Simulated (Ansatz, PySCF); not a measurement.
ClF2H3Si2, SMILES F[SiH](F)[SiH2]Cl. Atoms are numbered in the order given.

```xyz
8

Si    -1.1820    -0.2161     0.3350
F     -1.9404    -1.6466     0.3426
F     -1.8326     0.6626    -0.8565
Si     1.0796    -0.5640    -0.1485
Cl     1.9931     1.2873     0.0660
H     -1.4596     0.4691     1.6220
H      1.6958    -1.5224     0.8127
H      1.2699    -1.0526    -1.5429
```
Charge 0, spin multiplicity 1.

The structure is a stationary point at PBE0-D3(BJ)/def2-SVP. This is a generated structure with no PubChem entry under its InChIKey; it may be hypothetical. The values are those of a single conformer.

Vertical ionisation energy (IE) and electron affinity (EA) in eV. Rows of orbital energies are one-electron estimates. Where ΔSCF, EOM or ADC give a negative EA the extra electron is unbound and the value depends on the basis.

```tsv
level	IE	EA
−ε(HOMO), −ε(LUMO), r2SCAN/def2-TZVP (PySCF)	7.57	1.75
−ε(HOMO), −ε(LUMO), PBE/def2-TZVP (PySCF)	7.26	2.03
ΔSCF, PBE0/def2-SVPD (Ansatz), final states of multiplicity 2 and 2	10.67	-0.34
ΔSCF, PBE/def2-SVPD (Ansatz), final states of multiplicity 2 and 2	[?]	[?]
```

Task: Fill in the missing entries. (The exact figures need the calculation; the answer reports its results.)

Result: 
- ΔSCF, PBE/def2-SVPD (Ansatz, a first-principles code), final states of multiplicity 2 and 2, IE: 10.23
- ΔSCF, PBE/def2-SVPD (Ansatz), final states of multiplicity 2 and 2, EA: -0.21

Task: What vertical singlet–triplet gap does ΔSCF give with PBE0/def2-SVPD (Ansatz) and with PBE/def2-SVPD (Ansatz)? (The exact figures need the calculation; the answer reports its results.)

Result: 5.35 and 4.93 eV (triplet above singlet where positive).
